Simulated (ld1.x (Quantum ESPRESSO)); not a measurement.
**Cutoff test, Sn (Z = 50), PAW**

ld1.x (Quantum ESPRESSO) 7.5 input, shortened:

```
&input
   title='Sn', zed=50., rel=1, dft='PZ', iswitch=3,
   config='[Kr] 4d10 5s2 5p1 5d-2'
 /
 &inputp
   pseudotype=3, lpaw=.true., tm=.true., lloc=2,
   nlcc=.true., rcore=1.50,
   which_augfun='PSQ', rmatch_augfun_nc=.true.
 /
5
5S  1  0   2.00   0.00  2.00  2.15  0.0
5S  1  0   0.00   2.15  2.00  2.15  0.0
5P  2  1   1.00   0.00  1.85  2.35  0.0
5P  2  1   0.00   0.90  1.85  2.35  0.0
5D  3  2  -2.00   0.35  2.20  2.20  0.0
 &test
   configts(1)='5s2 5p1'
 /
```

The pseudo-atom Hamiltonian at the reference potential is diagonalised in spherical Bessel functions j_l(qr) that vanish at 20 bohr, with q² up to the cutoff. All-electron valence levels (Ry): 5s -1.3349, 5p -0.7736.

Task: How do the lowest levels (Ry) of each channel move with the cutoff, and are there ghosts?

Result:

```tsv
cutoff (Ry)	s #1	s #2	p #1	d #1	f #1	Σ f·Δε (mRy)
8	-1.3344	-0.3112	-0.7736	-0.2273	-0.0581	1.4
10	-1.3348	-0.3116	-0.7736	-0.2276	-0.0581	0.5
12	-1.3348	-0.3117	-0.7736	-0.2276	-0.0581	0.5
15	-1.3348	-0.3118	-0.7736	-0.2278	-0.0581	0.4
400	-7.7300	-1.3350	-0.7737	-0.2334	-0.0581	0.0
```

Result: ghost state, extra bound levels that the all-electron valence spectrum of the same l lacks: s at -105.2 eV (a true bound ghost makes a file unfit for plane-wave use); 10 mRy is reached at 6 Ry and 1 mRy at 10 Ry.

Test run stopped at test 4 of 9 (negative rho).
